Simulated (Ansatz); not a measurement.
Molecule: sum formula HSO, net charge 0, doublet state. It need not be the lowest isomer of its formula. 
Coordinates optimised at B3LYP-D3(BJ)/def2-TZVP (Ansatz, a first-principles code):
```
S
O 1 1.5055
H 1 1.3768 2 104.45
```
Charge 0, spin multiplicity 2.

Basis-set convergence of Hartree-Fock and CCSD(T) correlation energies (hartree) with Ansatz. Correlated levels leave the core frozen unless marked. Open shells are spin-unrestricted. No spin-orbit coupling. No relativistic terms.

| basis | functions | E(HF) | E(corr, CCSD(T)) |
|---|---|---|---|
| cc-pV(D+d)Z | 42 | -472.92566 | -0.33397 |
| cc-pV(T+d)Z | 83 | -472.97670 | -0.43290 |
| cc-pV(Q+d)Z | 149 | -472.98792 | -0.46564 |

Extrapolating the two largest sets (X = 3 and 4) as X^-3: E(corr) = (64·(-0.46564) - 27·(-0.43290))/37 = -0.4895 Eh, an estimate of the basis-set limit. The largest set recovers 95.1 % of it, the smallest 68.2 %.
